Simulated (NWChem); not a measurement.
System: Si$_{2}$H$_{3}$F$_{3}$; SMILES F[SiH2][SiH](F)F

NWChem printed, in part:

```
             Northwest Computational Chemistry Package (NWChem) 7.3.0
             --------------------------------------------------------

                             Geometry "geometry" -> ""
                             -------------------------

 Output coordinates in angstroms (scale by  1.889725989 to convert to a.u.)

  No.       Tag          Charge          X              Y              Z
 ---- ---------------- ---------- -------------- -------------- --------------
    1 Si                  14.0000    -0.09012200    -1.30688000    -0.52861900
    2 F                    9.0000     0.71574300    -2.32703400     0.47896700
    3 Si                  14.0000    -0.00323900     0.85781400     0.39097200
    4 F                    9.0000    -0.90205600     1.81117500    -0.58881800
    5 F                    9.0000     1.53493600     1.40480400     0.33221200
    6 H                    1.0000     0.56683600    -1.32638100    -1.87928900
    7 H                    1.0000    -1.51387600    -1.77373800    -0.64567900
    8 H                    1.0000    -0.49867500     1.02902200     1.79462800

 Effective nuclear repulsion energy (a.u.)     300.2949177621

  xc_inp: hfexch multiplicative factor not found.

                                 NWChem DFT Module
                                 -----------------

 Summary of "ao basis" -> "ao basis" (spherical)
 ------------------------------------------------------------------------------
       Tag                 Description            Shells   Functions and Types
 ---------------- ------------------------------  ------  ---------------------
 Si                          6-31g*                  8       18   4s3p1d
 F                           6-31g*                  6       14   3s2p1d
 H                           6-31g*                  2        2   2s

            General Information
            -------------------
          SCF calculation type: DFT
          Wavefunction type:  closed shell.
          No. of atoms     :     8
          No. of electrons :    58
           Alpha electrons :    29
            Beta electrons :    29
          Charge           :     0
          Spin multiplicity:     1
          Use of symmetry is: off; symmetry adaption is: off
          Maximum number of iterations: 150
          AO basis - number of functions:    84
                     number of shells:    40
          Convergence on energy requested:  1.00D-06
          Convergence on density requested:  1.00D-05
          Convergence on gradient requested:  5.00D-04

              XC Information
              --------------
                     Hartree-Fock (Exact) Exchange  1.000

      Superposition of Atomic Density Guess
      -------------------------------------

 Sum of atomic energies:        -877.24630873

      Non-variational initial energy
      ------------------------------

 Total energy =    -877.986212
 1-e energy   =   -1818.776472
 2-e energy   =     640.495342
 HOMO         =      -0.312364
 LUMO         =      -0.004384

     ---------------------------------------------
      Total Density - Mulliken Population Analysis
     ---------------------------------------------

    Atom       Charge   Shell Charges
 -----------   ------   -------------------------------------------------------
    1 Si  14    13.23   2.00  2.00  5.97  0.94  1.43  0.32  0.44  0.13
    2 F    9     9.63   2.00  0.95  3.48  1.01  2.20  0.01
    3 Si  14    12.67   2.00  2.00  5.97  0.88  1.13  0.26  0.26  0.18
    4 F    9     9.62   2.00  0.95  3.47  1.00  2.20  0.01
    5 F    9     9.62   2.00  0.95  3.47  1.00  2.19  0.01
    6 H    1     1.07   0.47  0.61
    7 H    1     1.07   0.46  0.61
    8 H    1     1.09   0.47  0.62

[...]

                     NWChem Electrostatic Potential Fit Module
                     -----------------------------------------

 Atom parameters

 Number of atoms is                                    8
 Number of basis functions is                         84

 Grid parameters

 Maximum number of grid points is                  41803
 Number of grid points is                          41802
 Grid range                                     0.300000 nm
 Grid spacing                                   0.020000 nm
 Probe radius                                   0.070000 nm
 Atom radius factor                             1.000000

 Atomic radii

    1    0.100000
    9    0.128000
   14    0.187000
 FASTESP  F
  using M.O. file = ./job.movecs

    Atom              Coordinates                           Charge

                                                  ESP

    1 Si   -0.009012   -0.130688   -0.052862    0.531073
    2 F     0.071574   -0.232703    0.047897   -0.329915
    3 Si   -0.000324    0.085781    0.039097    0.818045
    4 F    -0.090206    0.181118   -0.058882   -0.355356
    5 F     0.153494    0.140480    0.033221   -0.338271
    6 H     0.056684   -0.132638   -0.187929   -0.089110
    7 H    -0.151388   -0.177374   -0.064568   -0.111543
    8 H    -0.049868    0.102902    0.179463   -0.124922
                                            ------------
                                                0.000000

 Dipole moment                                  0.646881

 Quadrupole moment Qxx                          1.487520
                   Qyy                        -11.484143
                   Qzz                          9.996623

 RMS deviation kJ/mol                           0.052709

 RRMS %                                        22.776460
```

Level: Hartree-Fock/6-31G* (spherical d). The geometry was optimised at PBE-D3(BJ)/def2-SVP.

**Question.** Reconstruct the input file.

**Answer.** One answer among several that fit: the input that was run:
```
start job
memory heap 200 mb stack 900 mb global 1100 mb
geometry units angstroms noautosym nocenter noautoz
  Si    -0.090122    -1.306880    -0.528619
  F      0.715743    -2.327034     0.478967
  Si    -0.003239     0.857814     0.390972
  F     -0.902056     1.811175    -0.588818
  F      1.534936     1.404804     0.332212
  H      0.566836    -1.326381    -1.879289
  H     -1.513876    -1.773738    -0.645679
  H     -0.498675     1.029022     1.794628
end
basis spherical
  Si library 6-31g*
  F library 6-31g*
  H library 6-31g*
end
dft
  xc hfexch
  iterations 150
  mulliken
end
task dft energy
esp
  recalculate
  probe 0.07
  range 0.3
  factor 1.0
  spacing 0.02
end
task esp
```
